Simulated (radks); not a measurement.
Task: The mean radii <r> (bohr) of the occupied orbitals of an atom or ion are listed with their occupations. Calculated with a radial shooting solver on a logarithmic mesh with Libxc functionals: scalar-relativistic Kohn-Sham, PBEsol, spin-unpolarised, spherical densities, finite nucleus; Fermi nuclear charge, rms radius of each element as measured or else 0.836 A^(1/3) + 0.57 fm.

orbital  occ.      <r>
1s          2  0.02002
2s          2  0.08490
2p          6  0.07542
3s          2   0.2211
3p          6   0.2203
3d         10   0.1999
4s          2   0.4971
4p          6   0.5269
4d         10   0.5668
5s          2    1.126
5p          2    1.254
4f         11   0.6769

Name the element and its charge.

Result: Z = 69, thulium, charge +8: Tm8+ in [Kr] 4d10 4f11 5s2 5p2. The 1s radius gives Z: for a bare nucleus <r> = (2 gamma + 1)/(2Z) with gamma = sqrt(1 - (Z/c)^2), 0.01977 bohr for Z = 69, and screening makes it slightly larger (0.02002 here). The occupations add up to 61, and the charge is Z minus that.
